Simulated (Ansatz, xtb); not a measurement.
Two isomers of CH3GeO

Structure I: `[CH3][Ge]=[O]`, a doublet. Structure II: `[CH2][O][GeH]`, a doublet. Both are isolated molecules in the gas phase, relaxed with B3LYP-D3(BJ)/def2-SVP; the shapes shown needn't be the lowest conformers.

I (Å):

```xyz
6

C    -1.0028   -1.1048   -0.2021
Ge    0.0119   -2.0260    1.3059
O     1.2453   -1.0702    1.8949
H    -0.3662   -1.1855   -1.0963
H    -1.9694   -1.5972   -0.3683
H    -1.1246   -0.0513    0.0866
```

II (Å):

```xyz
6

C     0.2809   -0.7777   -0.3443
Ge   -1.3511   -2.1945    1.5765
O    -0.8791   -1.0282    0.1591
H     1.1879   -1.2662    0.0426
H     0.3385   -0.0611   -1.1720
H    -2.8877   -1.7818    1.3961
```

**Question.** Estimate which is lower in electronic energy at CCSD(T)/def2-SVP + ΔMP2/def2-TZVPP, and by roughly how much.

**Answer.** The CCSD(T)/def2-SVP + ΔMP2/def2-TZVPP calculation puts structure I lower, by 22.9 kcal/mol.

How the difference moves with the method:

```
                             level               geometry  E(II) − E(I) (kcal/mol)  departure from the last row (kcal/mol)  job, with rough time for the two
                          GFN2-xTB               GFN2-xTB                     +17.2                                    −5.7              optimisation, 0.45 s
                         HF/STO-3G               GFN2-xTB                     +30.7                                    +7.8               single point, 4.5 s
                r2SCAN-D4/def2-SVP               GFN2-xTB                     +13.3                                    −9.5                single point, 14 s
             B3LYP-D3(BJ)/def2-SVP  B3LYP-D3(BJ)/def2-SVP                     +12.8                                   −10.1             optimisation, 2.4 min
                       HF/def2-SVP  B3LYP-D3(BJ)/def2-SVP                     +11.2                                   −11.7           part of the CCSD(T) run
                      MP2/def2-SVP  B3LYP-D3(BJ)/def2-SVP                      +8.1                                   −14.8           part of the CCSD(T) run
                  CCSD(T)/def2-SVP  B3LYP-D3(BJ)/def2-SVP                     +19.1                                    −3.8                      single point
CCSD(T)/def2-SVP + ΔMP2/def2-TZVPP  B3LYP-D3(BJ)/def2-SVP                     +22.9                                                     single point, 4.8 min
```

As drawn, II has 1 C–O, 1 Ge–O, 1 Ge–H in place of 1 C–Ge, 1 Ge=O, 1 C–H.

The levels shown agree on the order. The largest departure from CCSD(T)/def2-SVP + ΔMP2/def2-TZVPP is that of MP2/def2-SVP, 14.8 kcal/mol. The last row adds to CCSD(T) the change of the MP2 difference between the two basis sets, here +3.8 kcal/mol, a large step that makes the value less sure.

With harmonic frequencies from B3LYP-D3(BJ)/def2-SVP (ideal gas, rigid rotor, one conformer each, 298.15 K, 1 atm): on the last row, ΔE + ΔZPE = +20.8 kcal/mol. A mode under 50 cm⁻¹ makes harmonic enthalpies and free energies unreliable, so none is given.

The T1 diagnostic of structures I and II is large, so the coupled-cluster value is less sure. Open shells are spin-unrestricted. The correlated steps freeze 11 core orbitals; the filled d shell of Ge is correlated, in a basis made for valence electrons. Codes used: Ansatz 0.2.0, xtb 6.7.1; the last row on 1 thread of AMD EPYC (Zen 3) on a shared host.
